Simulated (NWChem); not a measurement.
System: CH$_{4}$ClFOSi; SMILES O[Si@@H](Cl)CF

NWChem input:

```
start job
memory heap 200 mb stack 900 mb global 1100 mb
geometry units angstroms noautoz
  O     -1.841152     0.253453    -0.036673
  Si    -0.294336     0.022471     0.487491
  Cl     0.481045    -1.773939    -0.205528
  C      0.914407     1.323011    -0.159067
  F      0.517915     2.581527     0.240827
  H     -2.002920     0.331998    -0.981521
  H     -0.368927    -0.003969     1.964587
  H      1.931619     1.117636     0.221596
  H      0.975645     1.287624    -1.262696
end
basis spherical
  * library def2-svp
end
dft
  xc xpbe96 cpbe96
  iterations 150
  mulliken
end
task dft energy
```

Excerpt of the output:

```
             Northwest Computational Chemistry Package (NWChem) 7.3.0
             --------------------------------------------------------

 C1  symmetry detected

                             Geometry "geometry" -> ""
                             -------------------------

 Output coordinates in angstroms (scale by  1.889725989 to convert to a.u.)

  No.       Tag          Charge          X              Y              Z
 ---- ---------------- ---------- -------------- -------------- --------------
    1 O                    8.0000    -1.82988650     0.08934803    -0.26072175
    2 Si                  14.0000    -0.32429808    -0.05749560     0.39683491
    3 Cl                  17.0000     0.54039314    -1.88125438    -0.08771946
    4 C                    6.0000     0.90377579     1.22033238    -0.25852101
    5 F                    9.0000     0.45092930     2.49523866     0.00704946
    6 H                    1.0000    -1.91887943     0.08870709    -1.21840426
    7 H                    1.0000    -0.51360423     0.03063082     1.86123663
    8 H                    1.0000     1.89218441     1.07331104     0.21395818
    9 H                    1.0000     1.05186241     1.09968743    -1.34779345

 Effective nuclear repulsion energy (a.u.)     295.0475890554

  pbe96 is a nonlocal functional; adding pw91lda local functional.

                                 NWChem DFT Module
                                 -----------------

 Summary of "ao basis" -> "ao basis" (spherical)
 ------------------------------------------------------------------------------
       Tag                 Description            Shells   Functions and Types
 ---------------- ------------------------------  ------  ---------------------
 O                          def2-svp                 6       14   3s2p1d
 Si                         def2-svp                 8       18   4s3p1d
 Cl                         def2-svp                 8       18   4s3p1d
 C                          def2-svp                 6       14   3s2p1d
 F                          def2-svp                 6       14   3s2p1d
 H                          def2-svp                 3        5   2s1p

            General Information
            -------------------
          SCF calculation type: DFT
          Wavefunction type:  closed shell.
          No. of atoms     :     9
          No. of electrons :    58
           Alpha electrons :    29
            Beta electrons :    29
          Charge           :     0
          Spin multiplicity:     1
          Use of symmetry is: off; symmetry adaption is: off
          Maximum number of iterations: 150
          AO basis - number of functions:    98
                     number of shells:    46
          Convergence on energy requested:  1.00D-06
          Convergence on density requested:  1.00D-05
          Convergence on gradient requested:  5.00D-04

              XC Information
              --------------
          PerdewBurkeErnzerhof Exchange Functional  1.000
            Perdew 1991 LDA Correlation Functional  1.000 local
           PerdewBurkeErnz. Correlation Functional  1.000 non-local

             Grid Information
             ----------------
          Grid used for XC integration:  medium
          Radial quadrature: Mura-Knowles
          Angular quadrature: Lebedev.
          Tag              B.-S. Rad. Rad. Pts. Rad. Cut. Ang. Pts.
          ---              ---------- --------- --------- ---------
          O                   0.60       49          10.0       434
          Si                  1.10       88           8.0       590
          Cl                  1.00       88          10.0       590
          C                   0.70       49          10.0       434
          F                   0.50       49          11.0       434
          H                   0.35       45          11.0       434
          Grid pruning is: on
          Number of quadrature shells:   503
          Spatial weights used:  Erf1

      Superposition of Atomic Density Guess
      -------------------------------------

 Sum of atomic energies:        -961.66765533

      Non-variational initial energy
      ------------------------------

 Total energy =    -963.256846
 1-e energy   =   -1917.691860
 2-e energy   =     659.387425
 HOMO         =      -0.331003
 LUMO         =       0.066849

     ---------------------------------------------
      Total Density - Mulliken Population Analysis
     ---------------------------------------------

    Atom       Charge   Shell Charges
 -----------   ------   -------------------------------------------------------
    1 O    8     8.76   1.99  1.10  0.63  3.10  1.94  0.00
    2 Si  14    12.88   2.00  1.99  0.94  0.13  5.93  0.94  0.67  0.28
    3 Cl  17    17.42   2.00  1.99  1.22  0.72  5.94  2.16  3.38  0.01
    4 C    6     5.90   1.99  0.94  0.28  1.77  0.89  0.05
    5 F    9     9.44   1.99  1.14  0.78  3.45  2.07  0.00
    6 H    1     0.65   0.52  0.07  0.06
    7 H    1     1.09   0.70  0.38  0.01
    8 H    1     0.92   0.68  0.21  0.02
    9 H    1     0.92   0.68  0.21  0.02

   convergence    iter        energy       DeltaE   RMS-Dens  Diis-err
 ---------------- ----- ----------------- --------- --------- ---------
 d= 0,ls=0.0,diis     1   -964.2698039911 -1.26D+03  1.98D-02  1.05D+00
 d= 0,ls=0.0,diis     2   -964.0162412728  2.54D-01  1.31D-02  3.61D+00
 d= 0,ls=0.0,diis     3   -964.3741460280 -3.58D-01  2.84D-03  7.72D-02
 d= 0,ls=0.0,diis     4   -964.3785508759 -4.40D-03  1.49D-03  2.68D-02
 d= 0,ls=0.0,diis     5   -964.3817587257 -3.21D-03  2.48D-04  1.35D-03
  Resetting Diis
 d= 0,ls=0.0,diis     6   -964.3818717669 -1.13D-04  1.02D-04  1.62D-04
 d= 0,ls=0.0,diis     7   -964.3818886127 -1.68D-05  4.99D-05  5.46D-06
 d= 0,ls=0.0,diis     8   -964.3818876763  9.36D-07  2.97D-05  1.45D-05
 d= 0,ls=0.0,diis     9   -964.3818892328 -1.56D-06  3.52D-06  2.10D-07
 d= 0,ls=0.0,diis    10   -964.3818892502 -1.74D-08  1.16D-06  1.94D-08

         Total DFT energy =     -964.381889250210
      One electron energy =    -1920.731616460318
           Coulomb energy =      735.928315780869
    Exchange-Corr. energy =      -74.626177626130
 Nuclear repulsion energy =      295.047589055369

 Numeric. integr. density =       57.999993696128

                       DFT Final Molecular Orbital Analysis
                       ------------------------------------

 Vector   27  Occ=2.000000D+00  E=-2.862877D-01
              MO Center=  1.6D-01, -1.2D+00, -1.4D-02, r^2= 3.2D+00
   Bfn.  Coefficient  Atom+Function         Bfn.  Coefficient  Atom+Function
  ----- ------------  ---------------      ----- ------------  ---------------
    45      0.541172  3 Cl pz                42      0.401064  3 Cl pz
    39      0.234414  3 Cl pz                 5      0.188629  1 O  py
     8      0.141302  1 O  py                 4      0.134992  1 O  px
    70     -0.125348  5 F  pz                84     -0.125760  7 H  s
    85     -0.120328  7 H  s                 43     -0.107842  3 Cl px

 Vector   28  Occ=2.000000D+00  E=-2.787086D-01
              MO Center= -2.5D-01, -9.6D-01, -1.4D-01, r^2= 3.6D+00
   Bfn.  Coefficient  Atom+Function         Bfn.  Coefficient  Atom+Function
  ----- ------------  ---------------      ----- ------------  ---------------
    43      0.471881  3 Cl px                 5     -0.370589  1 O  py
    40      0.349132  3 Cl px                 8     -0.270871  1 O  py
    37      0.203486  3 Cl px                45      0.183152  3 Cl pz
    42      0.137829  3 Cl pz                70     -0.105314  5 F  pz
     4      0.085068  1 O  px                39      0.080318  3 Cl pz

 Vector   29  Occ=2.000000D+00  E=-2.508042D-01
              MO Center=  2.7D-01,  7.1D-01,  2.3D-02, r^2= 3.8D+00
   Bfn.  Coefficient  Atom+Function         Bfn.  Coefficient  Atom+Function
  ----- ------------  ---------------      ----- ------------  ---------------
    68      0.290695  5 F  px                54      0.253962  4 C  px
    53     -0.243729  4 C  s                 44      0.221115  3 Cl py
    71     -0.210668  5 F  px                69      0.181665  5 F  py
    55      0.178108  4 C  py                41      0.152686  3 Cl py
     4      0.150255  1 O  px                84      0.146594  7 H  s

 Vector   30  Occ=0.000000D+00  E=-5.117291D-03
              MO Center= -4.5D-01,  4.2D-01, -1.6D-01, r^2= 4.4D+00
   Bfn.  Coefficient  Atom+Function         Bfn.  Coefficient  Atom+Function
  ----- ------------  ---------------      ----- ------------  ---------------
     3      0.638240  1 O  s                 25      0.542805  2 Si px
    80     -0.539752  6 H  s                 26     -0.414314  2 Si py
    58     -0.297903  4 C  py                90     -0.261629  8 H  s
    36     -0.251226  3 Cl s                 44     -0.247385  3 Cl py
    67      0.242570  5 F  s                 95     -0.238045  9 H  s

 Vector   31  Occ=0.000000D+00  E= 4.999417D-03
              MO Center= -5.3D-01, -2.1D-01, -2.1D-01, r^2= 4.1D+00
   Bfn.  Coefficient  Atom+Function         Bfn.  Coefficient  Atom+Function
  ----- ------------  ---------------      ----- ------------  ---------------
    26      0.611705  2 Si py                 3      0.518531  1 O  s
    80     -0.510686  6 H  s                 44      0.356642  3 Cl py
    18     -0.325059  2 Si s                 36      0.310084  3 Cl s
    27      0.273599  2 Si pz                43     -0.269929  3 Cl px
    23      0.263726  2 Si py                17     -0.256582  2 Si s

[...]
```

Level: PBE/def2-SVP. The geometry was optimised at PBE0/def2-SVP.
